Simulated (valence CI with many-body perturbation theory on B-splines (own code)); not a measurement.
**Questions on Pm⁴⁸⁺**

Calculated by relativistic CI+MBPT: three valence electrons over a frozen Dirac-Fock core [Ne], a basis of 11 s, 11 p, 10 d, 8 f, 5 g, 2 h functions for each j, with the one-electron correlation potential Σ1 (screened to all orders), the two-electron term Σ2, the three-electron term Σ3, Breit, model QED; selected single and double excitations, second order for the rest, scaled by the run's own slope (own B-spline code, finite nucleus).

The last digits are not significant, and no measured levels were compared; by estimate large intervals hold to a few tenths of a per cent, small ones and those within an open d or f shell to about a per cent.

Levels are named by their leading jj configuration (3d3/2^4 stands for four electrons in 3d with j = 3/2), which in mixed levels can hold well under half, so a name can repeat and another be missing.

Rates and lifetimes use the calculated energies. Strong lines usually hold to 10 to 20 %, long lifetimes can be off by a factor of two.

(1) What is the ground level?

(2) What is the ionisation energy?

(3) Among levels below 16471 × 10³ cm⁻¹, which E1 lines absorb most strongly from the ground level?

(4) How well does LS coupling describe the low levels?

(5) Where does the other parity begin?

(6) Name the longest-lived excited levels whose lifetime is computed, and their main decay.

Results:

(1) (3s^2 3p1/2) J=1/2, composition 99 % 3s²3p ²P°, g = 0.654.

(2) 4166.5 eV; NIST lists 4166 ± 4 eV (theoretical).

(3) to (3s^2 3d3/2) J=3/2 at 3.782 nm, f = 0.377; to (3s 3p1/2 4p1/2) J=3/2 at 0.6129 nm, f = 0.356; to (3s^2 4d3/2) J=3/2 at 0.6081 nm, f = 0.200.

(4) Among the lowest 20 levels the leading LS term, summed over configurations, holds 66 % on average. For single configurations the figures are 64 % in LS and 93 % in jj coupling. Terms mix most in the J = 5/2 level at 3705.9 × 10³ cm⁻¹, where the leading one holds 38 %.

(5) At (3s 3p1/2^2) J=1/2, 991.95 × 10³ cm⁻¹.

(6) (3s 3p3/2 3d5/2) J=9/2 at 4758.8 × 10³ cm⁻¹ lives 77.6 ns, mostly by M1 to (3s 3p1/2 3d5/2) J=7/2; (3s^2 3p3/2) J=3/2 at 1178.0 × 10³ cm⁻¹ lives 62.9 ns, mostly by M1 to (3s^2 3p1/2) J=1/2; (3s 3p1/2 3p3/2) J=3/2 at 1992.5 × 10³ cm⁻¹ lives 347 ps, mostly by E1 to (3s^2 3p1/2) J=1/2.
